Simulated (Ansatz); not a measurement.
Reaction (ligand exchange at the Si–N bond): `O[SiH2]N[Si](O)(Cl)Cl` + `N[SiH3]` → `O[SiH2]N[SiH3]` + `N[Si](O)(Cl)Cl`

Calculated with Ansatz (gas phase, PBE0-D4/def2-TZVP geometries, no zero-point term in ΔE). CBS: MP2 limit from def2 TZ/QZ plus the TZ coupled-cluster correction, frozen cores. This one scheme is used for every species. DFT in def2-TZVPP. B3LYP here is the variant with VWN-RPA as its local correlation; programs differ in this. One conformer a species, not always the lowest.

```json
{"level": "PBE-D4", "ΔE (kJ/mol)": "1.8", "difference from CCSD(T)/CBS": "1.1"}
{"level": "PBE0-D4", "ΔE (kJ/mol)": "1.9", "difference from CCSD(T)/CBS": "1.2"}
{"level": "ωB97M-V", "ΔE (kJ/mol)": "1.7", "difference from CCSD(T)/CBS": "1.0"}
{"level": "B2PLYP", "ΔE (kJ/mol)": "-0.6", "difference from CCSD(T)/CBS": "-1.3"}
{"level": "PBE", "ΔE (kJ/mol)": "-1.4", "difference from CCSD(T)/CBS": "-2.1"}
{"level": "r2SCAN", "ΔE (kJ/mol)": "0.8", "difference from CCSD(T)/CBS": "0.1"}
{"level": "PBE0", "ΔE (kJ/mol)": "-1.1", "difference from CCSD(T)/CBS": "-1.8"}
{"level": "B3LYP", "ΔE (kJ/mol)": "-2.2", "difference from CCSD(T)/CBS": "-2.9"}
{"level": "HF/def2-TZVPP", "ΔE (kJ/mol)": "-4.7", "difference from CCSD(T)/CBS": "-5.4"}
{"level": "MP2/def2-TZVPP", "ΔE (kJ/mol)": "1.4", "difference from CCSD(T)/CBS": "0.7"}
{"level": "SCS-MP2/def2-TZVPP", "ΔE (kJ/mol)": "-0.1", "difference from CCSD(T)/CBS": "-0.8"}
{"level": "CCSD/def2-TZVPP", "ΔE (kJ/mol)": "0.3", "difference from CCSD(T)/CBS": "-0.4"}
{"level": "HF/def2-QZVPP", "ΔE (kJ/mol)": "-5.1", "difference from CCSD(T)/CBS": "-5.8"}
{"level": "MP2/def2-QZVPP", "ΔE (kJ/mol)": "0.8", "difference from CCSD(T)/CBS": "0.1"}
{"level": "HF/CBS(def2)", "ΔE (kJ/mol)": "-5.2", "difference from CCSD(T)/CBS": "-5.9"}
{"level": "CCSD/CBS(def2)", "ΔE (kJ/mol)": "-0.5", "difference from CCSD(T)/CBS": "-1.2"}
{"level": "CCSD(T)/CBS", "ΔE (kJ/mol)": "0.7", "difference from CCSD(T)/CBS": "0"}
```

Largest T1 diagnostic among the species: 0.011.

The D4 term adds +5.0 kJ/mol with B3LYP and +3.0 kJ/mol with PBE0; it sums over pairs of atoms, weighted by their polarisabilities, and B3LYP, whose exchange is more repulsive, gets the larger term. In def2-TZVPP, CCSD(T) changes the Hartree–Fock value by +6.2 kJ/mol (the triples alone add +1.2 kJ/mol) and MP2 by +6.1 kJ/mol.
